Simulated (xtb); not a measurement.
B₃H₇N₃, SMILES B1NB[NH2+]BN1, charge +1. All values are semi-empirical tight-binding results from xtb (GFN2-xTB unless named), good for trends rather than for accurate numbers. Coordinates come from a GFN2-xTB optimisation. The isomer is the one that the SMILES or the coordinates give; other isomers of the formula were not compared.

```json
{
  "point_group_as_xtb_finds_it": "C2v",
  "orbital_gap": "4.48 eV",
  "zero_point_energy": "63.1 kcal/mol",
  "G − E(el) at 298.15 K (modified RRHO)": "45.2 kcal/mol",
  "static polarisability (D4 model)": "59.0 bohr³",
  "solvation energy, GFN2-xTB/ALPB(water)": "-55.5 kcal/mol",
  "solvation energy, GFN2-xTB/ALPB(octanol)": "-53.7 kcal/mol"
}
```

**Question.** Give the IR lines (harmonic; lines under 4 % of the strongest left out, lines within 3 cm⁻¹ merged). (The exact figures need the calculation; the answer reports its results.)

**Answer.** ν (cm⁻¹): 102 (w), 524 (w), 719 (w), 797 (w), 864 (vs), 1056 (w), 1149 (m), 1231 (w), 1281 (vs), 1374 (m), 1412 (s), 1470 (vs), 2702 (m), 2717 (w), 3283 (w), 3312 (m), 3434 (w) (against the strongest line: vs over 80 %, s over 45 %, m over 15 %, w over 4 %, vw less)
